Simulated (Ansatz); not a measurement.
Cost and result for the atomization energy of C$_{2}$H$_{4}$FGe, SMILES `C=[CH][GeH][F]` radical (8 atoms, 7 bonds).

Charge 0, multiplicity 2. Correlated methods include outer-core shells of Ge, which these sets cover unevenly. Scalar relativity is left out up to krypton. The geometry is a stationary point of PBE0-D4/def2-TZVP. It is one conformer, not always the lowest. Program: Ansatz. All runs use 4 threads of an Arm Neoverse V2 on a shared host. Times are those of one run each, without the atoms' runs, and a repeat can differ threefold. Electronic energies, without spin–orbit coupling; frozen cores. CCSD(T)/CBS adds CCSD(T) − MP2 in def2-TZVPP to the MP2 limit, and its time is that of the two runs behind it. T1 = 0.022; ⟨S²⟩ of the reference is 0.84. With those shells the extrapolation isn't a true limit.

CCSD(T)/CBS is a level of theory with its own doubt, some kJ/mol a heavy atom from the limit and from the frozen cores, so smaller differences don't rank the functionals.

| level | functions | wall time |
| --- | --- | --- |
| LDA (SPW92)/def2-TZVPP | 197 | 1.2 s |
| revPBE-D4/def2-TZVPP | 197 | 2.3 s |
| BLYP-D4/def2-TZVPP | 197 | 2.3 s |
| PBE-D4/def2-TZVPP (with forces) | 197 | 2.5 s |
| PBE0-D4/def2-TZVPP | 197 | 3.4 s |
| BHLYP-D4/def2-TZVPP | 197 | 3.8 s |
| r2SCAN-D4/def2-TZVPP (with forces) | 197 | 6 s |
| B97M-V/def2-TZVPP | 197 | 10 s |
| ωB97M-V/def2-TZVPP (with forces) | 197 | 12 s |
| CCSD(T)/def2-SVP | 94 | 13 s |
| MP2/def2-QZVPP | 380 | 32 s |
| CCSD(T)/def2-TZVPP | 197 | 4.6 min |
| CCSD(T)/CBS(def2) | – | 5.2 min |

Task: What atomization energy does each give, and how far from CCSD(T)/CBS? (An estimate is asked.)

Result: Computed: 
| level | atomization (kJ/mol) | difference from CCSD(T)/CBS | per bond |
| --- | --- | --- | --- |
| LDA (SPW92)/def2-TZVPP | 3348.6 | 442.0 | 63.1 |
| revPBE-D4/def2-TZVPP | 2904.4 | -2.2 | -0.3 |
| BLYP-D4/def2-TZVPP | 2914.5 | 7.9 | 1.1 |
| PBE-D4/def2-TZVPP (with forces) | 2980.6 | 74.0 | 10.6 |
| PBE0-D4/def2-TZVPP | 2915.9 | 9.3 | 1.3 |
| BHLYP-D4/def2-TZVPP | 2814.0 | -92.6 | -13.2 |
| r2SCAN-D4/def2-TZVPP (with forces) | 2931.2 | 24.6 | 3.5 |
| B97M-V/def2-TZVPP | 2927.9 | 21.3 | 3.0 |
| ωB97M-V/def2-TZVPP (with forces) | 2905.2 | -1.4 | -0.2 |
| CCSD(T)/def2-SVP | 2755.4 | -151.2 | -21.6 |
| MP2/def2-QZVPP | 2921.3 | 14.7 | 2.1 |
| CCSD(T)/def2-TZVPP | 2845.3 | -61.3 | -8.8 |
| CCSD(T)/CBS(def2) | 2906.6 | 0.0 | 0.0 |

At CCSD(T), def2-SVP lies −151.3 kJ/mol from the extrapolated value and def2-TZVPP −61.4 kJ/mol: correlation converges slowly with the basis, and small sets miss more of it in the bonded molecule than in its fragments. From r2SCAN to r2SCAN0 (25 % exact exchange), in def2-TZVPP and without D4, the atomization energy moves by −56.9 kJ/mol: exact exchange takes away binding that semilocal exchange gives to molecules. The D4 term adds +23.4 kJ/mol with B3LYP and +12.0 kJ/mol with PBE0; it sums over pairs of atoms, weighted by their polarisabilities, and B3LYP, whose exchange is more repulsive, gets the larger term.

B3LYP here is the variant with VWN-RPA as its local correlation; programs differ in this.

For some Ge, Se and Sn compounds the MP2-based and the directly extrapolated limit differ by 10 to 25 kJ/mol.
